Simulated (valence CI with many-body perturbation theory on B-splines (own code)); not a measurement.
E1 line list for In35+

Method: valence CI with perturbative core correlation (CI+MBPT): four valence electrons over a frozen Dirac-Fock core [Ne], a basis of 11 s, 11 p, 10 d, 8 f, 5 g, 2 h functions for each j, with the one-electron correlation potential Σ1 (screened to all orders), the two-electron term Σ2, the three-electron term Σ3, Breit, model QED; selected single and double excitations, second order for the rest, scaled by the run's own slope (own B-spline code, finite nucleus).

No measured spectrum was set against this ion. As an estimate, large intervals hold to a few tenths of a per cent, small ones and those within an open d or f shell to about a per cent. Among the levels kept, up to 690 cm⁻¹ of a level comes from second order outside the variational space, and about a tenth of that is noise between levels of different J, which matters for small intervals.

Lines 201 to 250 of 552 in falling wavelength, among levels below 520.62 eV, chosen from the strongest by gf and those to the six lowest levels. Wavelengths and rates use the calculated energies. Electric multipoles are in the length gauge, E1 and E2 with the static RPA response of the core. Weak lines are less certain than strong ones. Lines between different terms over intervals too small for the method are left out, as are lines whose strength nearly cancels. Where a level lies close to another of its J and parity, the split of strength between their lines is uncertain. The highest levels of a list are the least certain.

Levels are named by their leading jj configuration (3d3/2^4 stands for four electrons in 3d with j = 3/2), which in mixed levels can hold well under half, so a name can repeat and another be missing. Letters in brackets count levels of one name in rising energy.

```csv
λ vac (nm),Upper,Lower,A (s⁻¹),S (a.u.)
8.111,(3s 3p1/2 3p3/2 3d5/2) J=2 [b],(3s 3p1/2 3p3/2^2) J=3,8.02e+10,1.06e-01
8.101,(3s^2 3d3/2 3d5/2) J=2,(3s^2 3p3/2 3d3/2) J=3,2.03e+10,2.67e-02
8.095,(3s 3p3/2^2 3d3/2) J=1 [a],(3s 3p1/2 3p3/2^2) J=1 [b],7.61e+10,5.98e-02
8.093,(3s 3p1/2 3d3/2 3d5/2) J=5,(3s 3p1/2 3p3/2 3d5/2) J=4 [a],3.42e+10,9.85e-02
8.086,(3p1/2 3p3/2^2 3d5/2) J=2 [d],(3s 3p1/2 3p3/2 3d5/2) J=2 [d],5.00e+10,6.52e-02
8.079,(3s 3p1/2 3p3/2 3d5/2) J=2 [e],(3s 3p1/2 3p3/2^2) J=2 [b],1.13e+11,1.47e-01
8.075,(3s 3p1/2 3d3/2 3d5/2) J=2 [e],(3s 3p1/2 3p3/2 3d3/2) J=2 [d],1.52e+10,1.98e-02
8.061,(3s^2 3p1/2 3d5/2) J=2,(3s^2 3p1/2 3p3/2) J=1,6.32e+10,8.17e-02
8.055,(3p1/2^2 3p3/2 3d5/2) J=4,(3s 3p1/2^2 3d5/2) J=3,4.01e+10,9.30e-02
8.054,(3p1/2^2 3p3/2 3d5/2) J=2,(3s 3p1/2^2 3d5/2) J=2,3.46e+10,4.46e-02
8.053,(3s 3p3/2 3d3/2 3d5/2) J=2 [a],(3s 3p1/2 3p3/2 3d5/2) J=2 [d],2.42e+10,3.12e-02
8.053,(3s^2 3d3/2 3d5/2) J=2,(3s^2 3p3/2 3d3/2) J=2,2.03e+10,2.62e-02
8.043,(3s 3p1/2 3d5/2^2) J=2 [b],(3s 3p1/2 3p3/2 3d5/2) J=3 [b],3.00e+10,3.85e-02
8.043,(3s 3p3/2 3d3/2 3d5/2) J=3 [c],(3s 3p1/2 3p3/2 3d5/2) J=3 [e],1.22e+10,2.19e-02
8.042,(3s^2 3d3/2 3d5/2) J=2,(3s^2 3p3/2 3d3/2) J=1,5.81e+10,7.45e-02
8.036,(3p1/2 3p3/2^2 3d3/2) J=3,(3s 3p1/2 3p3/2 3d5/2) J=3 [c],1.37e+10,2.46e-02
8.028,(3s 3p1/2 3d3/2 3d5/2) J=3 [d],(3s 3p1/2 3p3/2 3d3/2) J=2 [c],7.68e+10,1.37e-01
8.017,(3s 3p3/2^2 3d5/2) J=3 [d],(3s 3p3/2^3) J=2,1.81e+11,3.22e-01
8.013,(3s 3p1/2 3d3/2 3d5/2) J=4 [e],(3s 3p1/2 3p3/2 3d5/2) J=4 [c],2.30e+10,5.26e-02
8.012,(3s 3p3/2^2 3d5/2) J=2 [d],(3s 3p3/2^3) J=1,2.89e+11,3.67e-01
8.010,(3p1/2 3p3/2^2 3d3/2) J=1 [c],(3s 3p1/2 3p3/2 3d3/2) J=2 [e],4.35e+10,3.31e-02
8.005,(3s 3p3/2 3d5/2^2) J=4,(3s 3p3/2^2 3d5/2) J=4 [a],4.86e+10,1.11e-01
7.996,(3p1/2 3p3/2^2 3d5/2) J=4 [b],(3s 3p1/2 3p3/2 3d5/2) J=5,2.76e+10,6.28e-02
7.991,(3s 3p3/2 3d3/2 3d5/2) J=1 [a],(3s 3p1/2 3p3/2 3d5/2) J=2 [d],4.70e+10,3.55e-02
7.981,(3s 3p1/2 3p3/2 3d3/2) J=2 [b],(3s 3p1/2^2 3p3/2) J=1,4.40e+10,5.52e-02
7.980,(3s 3p1/2 3d5/2^2) J=4,(3s 3p1/2 3p3/2 3d5/2) J=4 [d],6.32e+10,1.43e-01
7.978,(3s 3p1/2 3p3/2 3d5/2) J=2 [c],(3s^2 3p1/2 3d5/2) J=3,1.54e+10,1.93e-02
7.969,(3s 3p3/2^2 3d5/2) J=3 [d],(3s^2 3p3/2 3d5/2) J=3,1.62e+11,2.84e-01
7.965,(3s 3p1/2 3d5/2^2) J=1 [a],(3s 3p1/2 3p3/2 3d5/2) J=2 [b],5.36e+10,4.01e-02
7.963,(3p1/2 3p3/2^2 3d5/2) J=3 [b],(3s 3p1/2 3p3/2 3d5/2) J=4 [d],9.13e+10,1.59e-01
7.955,(3s 3p1/2 3p3/2 3d3/2) J=2 [e],(3s^2 3p1/2 3d3/2) J=1,7.58e+10,9.42e-02
7.949,(3p1/2 3p3/2^2 3d3/2) J=2 [b],(3s 3p1/2 3p3/2 3d3/2) J=1 [c],2.57e+10,3.18e-02
7.945,(3p1/2 3p3/2^2 3d5/2) J=4 [a],(3s 3p1/2 3p3/2 3d5/2) J=4 [b],2.58e+10,5.74e-02
7.943,(3s 3p1/2 3p3/2 3d5/2) J=1 [c],(3s^2 3p1/2 3d5/2) J=2,3.85e+10,2.85e-02
7.931,(3s 3p3/2 3d3/2 3d5/2) J=3 [b],(3s 3p1/2 3p3/2 3d3/2) J=2 [e],3.52e+10,6.07e-02
7.925,(3s 3p1/2 3p3/2 3d5/2) J=3 [e],(3s^2 3p1/2 3d5/2) J=3,1.08e+11,1.85e-01
7.922,(3s 3p1/2 3d3/2 3d5/2) J=4 [b],(3s 3p1/2 3p3/2 3d3/2) J=3 [a],1.93e+10,4.27e-02
7.920,(3s 3p1/2 3p3/2 3d5/2) J=4 [c],(3s 3p1/2 3p3/2^2) J=3,3.53e+10,7.80e-02
7.918,(3s 3p1/2 3p3/2 3d5/2) J=2 [c],(3s^2 3p1/2 3d5/2) J=2,1.58e+10,1.93e-02
7.915,(3s 3p3/2 3d3/2 3d5/2) J=3 [a],(3s 3p1/2 3p3/2 3d5/2) J=3 [d],2.20e+10,3.77e-02
7.915,(3s 3p1/2 3d3/2 3d5/2) J=2 [b],(3s 3p1/2 3p3/2 3d3/2) J=3 [a],2.33e+10,2.85e-02
7.914,(3p1/2 3p3/2^2 3d3/2) J=1 [a],(3s 3p1/2 3p3/2 3d3/2) J=2 [a],3.73e+10,2.74e-02
7.910,(3s 3p3/2^2 3d3/2) J=2 [a],(3s 3p1/2 3p3/2^2) J=1 [b],1.77e+10,2.16e-02
7.907,(3s 3p3/2 3d3/2 3d5/2) J=1 [b],(3s 3p1/2 3p3/2 3d5/2) J=2 [d],8.06e+10,5.90e-02
7.907,(3p1/2^2 3p3/2 3d3/2) J=3,(3s 3p1/2^2 3d3/2) J=2,4.64e+10,7.93e-02
7.905,(3s 3p1/2 3d5/2^2) J=1 [b],(3s 3p1/2 3p3/2 3d5/2) J=2 [c],1.10e+11,8.01e-02
7.901,(3s 3p1/2 3d3/2 3d5/2) J=3 [d],(3s 3p1/2 3p3/2 3d5/2) J=2 [a],2.71e+10,4.61e-02
7.887,(3s 3p1/2 3d3/2 3d5/2) J=1 [b],(3s 3p1/2 3p3/2 3d3/2) J=1 [d],1.17e+11,8.52e-02
7.881,(3s 3p1/2 3d5/2^2) J=1 [b],(3s 3p1/2 3p3/2 3d5/2) J=1 [c],8.00e+10,5.80e-02
7.878,(3s 3p3/2^2 3d5/2) J=4 [b],(3s^2 3p3/2 3d5/2) J=4,8.91e+10,1.93e-01
```
